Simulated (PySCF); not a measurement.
Geometry (Å), atoms numbered from 1 in this order:
```xyz
21

C    -2.477   -0.816   -0.195
C    -1.714    0.473   -0.459
C    -0.334    0.535    0.194
C     0.648   -0.454   -0.420
O     1.859   -0.386    0.274
C     2.825   -1.273   -0.197
C     0.273    1.926    0.124
F     0.308    2.359   -1.162
Cl   -0.660    3.101    1.099
H    -1.980   -1.697   -0.629
H    -3.486   -0.767   -0.630
H    -2.591   -0.998    0.886
H    -1.604    0.639   -1.543
H    -2.300    1.326   -0.082
H    -0.421    0.291    1.266
H     0.794   -0.213   -1.494
H     0.228   -1.478   -0.370
H     2.494   -2.327   -0.111
H     3.080   -1.082   -1.258
H     3.731   -1.140    0.410
H     1.295    1.934    0.524
```

Geometry: PBE0-D3(BJ)/def2-SVP; GIAO absolute shieldings from PySCF 2.14, gas phase, non-relativistic, averaged over equivalent atoms.

At PBE0/pcSseg-1 (220 basis functions, 41 s wall time on 1 thread of an Intel Xeon Platinum 8488C, shared host):
```json
{"atoms": "C7", "σ (ppm)": "74.9"}
{"atoms": "C4", "σ (ppm)": "112.2"}
{"atoms": "C6", "σ (ppm)": "125.2"}
{"atoms": "C3", "σ (ppm)": "133.1"}
{"atoms": "C2", "σ (ppm)": "166.7"}
{"atoms": "C1", "σ (ppm)": "170.9"}
{"atoms": "O5", "σ (ppm)": "317.9"}
{"atoms": "F8", "σ (ppm)": "348.9"}
{"atoms": "Cl9", "σ (ppm)": "734.7"}
{"atoms": "H21", "σ (ppm)": "24.83"}
{"atoms": "H18/H19/H20", "σ (ppm)": "27.95"}
{"atoms": "H17", "σ (ppm)": "28.03"}
{"atoms": "H16", "σ (ppm)": "28.36"}
{"atoms": "H14", "σ (ppm)": "29.27"}
{"atoms": "H15", "σ (ppm)": "29.85"}
{"atoms": "H13", "σ (ppm)": "30.20"}
{"atoms": "H10/H11/H12", "σ (ppm)": "30.33"}
```

Question: Predict the values at B3LYP/pcSseg-1 on the same geometry.

Answer: 
```
      atoms  σ at B3LYP/pcSseg-1  change
         C7                 66.9    -8.0
         C4                105.1    -7.1
         C6                119.0    -6.2
         C3                125.8    -7.3
         C2                160.3    -6.4
         C1                165.0    -5.9
         O5                309.8    -8.1
         F8                344.8    -4.1
        Cl9                712.4   -22.3
        H21                24.90   +0.07
H18/H19/H20                28.02   +0.07
        H17                28.12   +0.09
        H16                28.44   +0.08
        H14                29.36   +0.09
        H15                29.96   +0.11
        H13                30.28   +0.08
H10/H11/H12                30.42   +0.09
```

The largest change is at Cl9 (chlorine bonded to C). Cost: 220 basis functions, 37 s wall time on 1 thread of an Intel Xeon Platinum 8488C, shared host. The order of the carbon signals is the same at both levels.

Carbons that carry Cl, above all several Cl atoms, come out too deshielded, partly because spin–orbit coupling is missing.
